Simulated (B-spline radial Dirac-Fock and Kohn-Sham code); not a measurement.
## Core and valence levels of Ag²¹⁺

System: the Ag²¹⁺ ion, configuration [Ar] 3d8; nuclear rms radius 4.5454 fm (A = 107).

Method: multi-electron Dirac-Fock with separately optimised hole states, Breit and Lamb-shift corrections added in first order. Computed with a B-spline atomic structure program. Correlation and solid-state effects are left out. Energies are counted from the vacuum level.

All terms are in eV, carry their sign (relaxation lowers the binding energy) and add up to the binding energy; ⟨r⟩ is the mean radius of the orbital in the initial state.

```tsv
subshell	−ε (Koopmans)	relaxation	Gaunt	retardation	QED	binding energy	⟨r⟩ (bohr)
K	26356.6	-43.65	-56.70	4.40	-26.31	26234.3	0.031
L1	4540.6	-16.41	-5.17	0.29	-3.21	4516.1	0.134
L2	4259.1	-19.19	-9.14	1.01	0.26	4232.0	0.114
L3	4082.1	-18.33	-6.59	1.18	-0.09	4058.2	0.119
M1	1361.3	-2.42	-0.91	0.06	-0.68	1357.4	0.356
M2	1248.0	-2.73	-1.60	0.18	0.04	1243.9	0.347
M3	1213.5	-2.53	-1.11	0.22	-0.03	1210.0	0.356
M4,5	1022.7	-3.35	-0.44	0.06	0.04	1019.0	0.326
```

For the deepest level, K (1s), the Breit terms make up -0.199 % of the binding energy, QED -0.100 % and orbital relaxation -0.166 %.

Spin-orbit splittings: 2p 173.8 eV, 3p 33.89 eV.

Going to the tabulated ground configuration of the next ion removes an electron from M4,5 (3d), computed at 1019.0 eV. NIST lists 1013 ± 4 eV as the ionisation energy of this species (theoretical), -6.03 eV from the computed value. Where a p, d or f shell is open in either ion the computed value averages over both j values and all terms, while the table refers to the lowest levels; that difference holds spin-orbit splitting (largest in heavy or highly charged ions), term energies where several electrons share open shells, and correlation, and it can reach 10 % or more.
